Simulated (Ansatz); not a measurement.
A search over several starts for the lowest SCF solution of the cluster Bi₂Te₃⁻ at the given spin, in a small basis.

```yaml
crystal:
  periodic: [false, false, false]
  atoms:
    - {symbol: Bi, position_ang: [-1.419947, 0.707628, 0.038895]}
    - {symbol: Bi, position_ang: [1.188820, -1.042407, 0.140971]}
    - {symbol: Te, position_ang: [1.172132, 1.693682, -0.910064]}
    - {symbol: Te, position_ang: [0.801888, -2.803265, -1.949028]}
    - {symbol: Te, position_ang: [-1.742893, 1.444361, 2.679227]}
basis:
  gaussian: {orbitals: def2-SVP, initial_orbitals: start.molden}
total_charge: -1
magnetization: {spin_polarized: true, initial_magnetization: 1}
hamiltonian: {xc: pbe0, dispersion: d4}
output: {orbitals: {seedname: orbitals}}
```

The file start.molden holds the orbitals of an earlier run on this structure, at another level or in another basis.

```sh
$ ansatz run in.yaml --threads 4 --pin off --events-out ev --progress --plain --max-ram 4787MiB
```

Output, abridged:

```
Functional definition: PBE0
1667 factors; integrals over basis functions are off by at most 1.6e-4 eV
mean field evaluation 1: about -33543.3724 eV, gradient 9.2e1 eV
mean field evaluation 2: about -33554.2310 eV, gradient 1.5e1 eV
mean field evaluation 4: about -33567.0890 eV, gradient 5.1e0 eV
mean field evaluation 8: about -33568.2397 eV, gradient 2.4e-1 eV
mean field evaluation 16: about -33563.8431 eV, gradient 2.1e1 eV
mean field evaluation 32: about -33568.2409 eV, gradient 9.3e-4 eV
mean field evaluation 64: about -33567.6141 eV, gradient 8.6e-1 eV
mean field -33568.24087599 eV, -1233.6100988216 hartree, gradient 2.5e-5 eV, S^2 0.772978; 9 other end points of the search recorded, 0 dependent functions left out
reference -33568.24090347 eV, -1233.6100998317 hartree; 60, 59 occupied and 70, 71 virtual orbitals, 1667 factors
Total energy: -33568.61815536 eV, -1233.6239635830 hartree
```

Hardware: 4 threads of Arm Neoverse V2 on a shared host. Wall time 19 s, peak host memory 0.87 GiB.

In the def2 sets Bi, Te take a core potential; there is no spin–orbit coupling. Another isomer (doublet) lies 0.19 eV lower at PBE0-D4/def2-TZVPD; other spin states weren't run for this one.
